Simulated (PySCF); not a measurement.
## Electron correlation in N⁺ (nitrogen, charge +1)

[He] 2s2 2p2, high-spin 3P determinant. Calculation: PySCF 2.14, in def2-SVP; the non-relativistic Hamiltonian (point nucleus). Frozen: 1s2; 4 electrons correlated.

MP2 pair energies summed by pair of shells (mhartree):

```
 pair  energy  share (%)
2s-2p  -31.68       58.4
2s-2s  -17.18       31.7
2p-2p   -5.39        9.9
```

Total MP2 correlation energy: -54.25 mhartree.

Same-spin part -8.75 and opposite-spin part -45.50 mhartree; SCS-MP2 scales them by 1/3 and 6/5 to -57.52 mhartree.

```
  level  correlation energy (mhartree)
   CCSD                         -75.60
    (T)                          -0.83
CCSD(T)                         -76.43
```

Diagnostics: T1 = 0.0055, D1 = 0.0115, largest double amplitude 0.128.

Cost of the coupled-cluster step: 0.1 s of wall time on 1 thread of Neoverse-V1 (shared host), for 4 correlated electrons.
